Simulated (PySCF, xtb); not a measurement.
(Z)-1,2-dichloro-1-fluoroprop-1-ene (C3H3Cl2F), SMILES C/C(Cl)=C(\F)Cl.

Harmonic wavenumbers (cm⁻¹) from xtb with GFN2-xTB at its own minimum, in rising order: 124, 135, 147, 282, 318, 355, 397, 444, 546, 794, 1012, 1031, 1089, 1130, 1392, 1443, 1455, 1688, 3016, 3029, 3060.

Task: What does TPSSh-D3(BJ)/def2-SVP run with PySCF 2.14.0 give at its own minimum? (The exact figures need the calculation; the answer reports its results.)

Result: 138, 168, 177, 301, 316, 399, 432, 538, 560, 838, 1047, 1052, 1131, 1209, 1403, 1467, 1472, 1733, 3038, 3113, 3160. Paired by order, the mean absolute difference is 38 cm⁻¹ and the zero-point energies are 32.7 and 33.9 kcal/mol.
